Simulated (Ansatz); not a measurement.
A run on CH₈ClGeNSi, SMILES `C[N]([GeH3])[SiH2]Cl` with other settings.

```yaml
crystal:
  periodic: [false, false, false]
  atoms:
    - {symbol: C, position_ang: [-1.393875, -0.541891, 0.344061]}
    - {symbol: N, position_ang: [-0.084148, 0.078495, 0.180659]}
    - {symbol: Ge, position_ang: [1.362571, -1.029753, 0.496252]}
    - {symbol: Si, position_ang: [0.041647, 1.560292, -0.641971]}
    - {symbol: Cl, position_ang: [-0.172568, 1.392009, -2.696938]}
    - {symbol: H, position_ang: [-1.469736, -1.040911, 1.315812]}
    - {symbol: H, position_ang: [-1.608163, -1.282739, -0.435204]}
    - {symbol: H, position_ang: [-2.183308, 0.214491, 0.306344]}
    - {symbol: H, position_ang: [1.242488, -1.536348, 1.944400]}
    - {symbol: H, position_ang: [2.635346, -0.202380, 0.287548]}
    - {symbol: H, position_ang: [1.318772, -2.232226, -0.465533]}
    - {symbol: H, position_ang: [-1.055318, 2.458228, -0.211861]}
    - {symbol: H, position_ang: [1.386790, 2.128030, -0.408766]}
basis:
  gaussian: {orbitals: 6-31G, fitting: {mean_field: cc-pVTZ-jkfit}}
magnetization: {spin_polarized: true, initial_magnetization: 0}
hamiltonian: {xc: {name: wB97M-V}}
accuracy: high
scf: {lower_state_search: light}
output: {forces: true}
```

```sh
$ ansatz run in.yaml --threads 4 --pin off --events-out ev --progress --plain --max-ram 11315MiB
```

It prints (some lines left out):

```
Functional definition: wB97M-V
847 factors; integrals over basis functions are off by at most 2.6e-2 eV
847 factors; integrals over basis functions are off by at most 5.9e-7 eV
mean field evaluation 1: about -79554.8099 eV, gradient 3.0e1 eV
mean field evaluation 2: about -79554.2696 eV, gradient 3.3e1 eV
mean field evaluation 4: about -79558.7225 eV, gradient 1.1e0 eV
mean field evaluation 8: about -79558.7333 eV, gradient 1.2e-2 eV
mean field evaluation 16: about -79558.7333 eV, gradient 4.4e-6 eV
mean field -79558.73334059 eV, -2923.7295234204 hartree, gradient 4.0e-8 eV, S^2 0.000000; 0 other end points of the search recorded, 0 dependent functions left out
reference -79558.73334625 eV, -2923.7295236283 hartree; 42, 42 occupied and 47, 47 virtual orbitals, 847 factors
Total energy: -79558.73334625 eV, -2923.7295236283 hartree
Atom 0 at    -1.393875    -0.541891     0.344061 Å, force    -0.461973    -0.208769     0.183102 eV/Å
Atom 1 at    -0.084148     0.078495     0.180659 Å, force     0.394065    -1.167175     0.369290 eV/Å
Atom 2 at     1.362571    -1.029753     0.496252 Å, force     0.008952     0.019516     0.102269 eV/Å
Atom 3 at     0.041647     1.560292    -0.641971 Å, force     0.379629     1.372547     1.507819 eV/Å
Atom 4 at    -0.172568     1.392009    -2.696938 Å, force    -0.219480    -0.180355    -2.220384 eV/Å
Atom 5 at    -1.469736    -1.040911     1.315812 Å, force     0.008049    -0.026565     0.067198 eV/Å
Atom 6 at    -1.608163    -1.282739    -0.435204 Å, force     0.003811    -0.051749    -0.070836 eV/Å
Atom 7 at    -2.183308     0.214491     0.306344 Å, force    -0.080840     0.051197     0.020783 eV/Å
Atom 8 at     1.242488    -1.536348     1.944400 Å, force     0.007511     0.005420    -0.060582 eV/Å
Atom 9 at     2.635346    -0.202380     0.287548 Å, force    -0.050677    -0.015382    -0.001796 eV/Å
Atom 10 at     1.318772    -2.232226    -0.465533 Å, force     0.000569     0.029676     0.037026 eV/Å
Atom 11 at    -1.055318     2.458228    -0.211861 Å, force    -0.169000     0.108895     0.048312 eV/Å
Atom 12 at     1.386790     2.128030    -0.408766 Å, force     0.179384     0.062743     0.017799 eV/Å
Dipole moment:     0.027214    -0.225082     0.587791 e Å
```

Hardware: 4 threads of an Arm Neoverse V2 on a shared host. Wall time 46 s, peak host memory 1.5 GiB.
